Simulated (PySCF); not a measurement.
[WSI4]- (charge -1 and doublet state).
Bonds: W1–S2, W1–I3, W1–I4, W1–I5, W1–I6.

Computed with PySCF 2.14.0, PBE0-D3(BJ)/def2-SVP geometry optimisation, gas phase, def2 core potentials past Kr.

Task: What internal coordinates does the optimisation give?

Result: 
```
                  bond  length (Å)
                 W1–S2       2.101
W1–I3 and 3 like bonds       2.734
```

Bonds in one row agree within 0.01 Å and their mean is given. A selection of angles:
```
   angle  degrees
S2–W1–I3    105.1
I3–W1–I4     86.2
I3–W1–I5    149.9
I4–W1–I6    150.7
```

All 4 I–W bonds measure 2.734 to 2.735 Å. W1 (tungsten bonded to 4 I and S) is square pyramidal (τ5 = (β − α)/60° = 0.01 from the two widest angles, 150.7° and 149.9° (0 for a square pyramid, 1 for a trigonal bipyramid)).

Point group: C4v (tolerance 0.08 Å). No PBE0-D3(BJ)/def2-SVP frequencies stand behind this structure, so it isn't proved a minimum. ⟨S²⟩ = 0.767 (exact for a doublet: 0.75). The geometry's basis has no diffuse functions, a weakness for an anion.

Neither the SCF state along the optimisation nor the shape of the open-shell metal species was proved the lowest: other solutions of the same spin, or a structure of lower symmetry, can lie below.
